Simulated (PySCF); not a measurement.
C₃HF₃.

```xyz
7

C      0.0000     0.0000    -2.3375
C      0.0000     0.0000    -1.1304
C      0.0000     0.0000     0.3391
F      1.0829     0.6252     0.8217
F      0.0000    -1.2504     0.8217
F     -1.0829     0.6252     0.8217
H      0.0000     0.0000    -3.4126
```

Geometry optimised at B3LYP-D3(BJ)/def2-SVP.

All values below come from KT2/pcSseg-1 (PySCF). Non-relativistic, no solvent.

### Question
Give the absolute GIAO shielding of each atom: isotropic value and principal components (ppm). (The exact figures need the calculation; the answer reports its results.)

### Answer

```csv
atom,σ(iso),σ11,σ22,σ33,span
C1,111.4,46.7,46.7,241.0,194.3
C2,115.7,25.6,25.6,295.8,270.2
C3,62.7,52.6,67.8,67.8,15.1
F4,216.5,128.4,194.4,326.6,198.2
F5,216.5,128.4,194.4,326.6,198.2
F6,216.5,128.4,194.4,326.6,198.2
H7,28.6,24.0,24.0,37.7,13.7
```
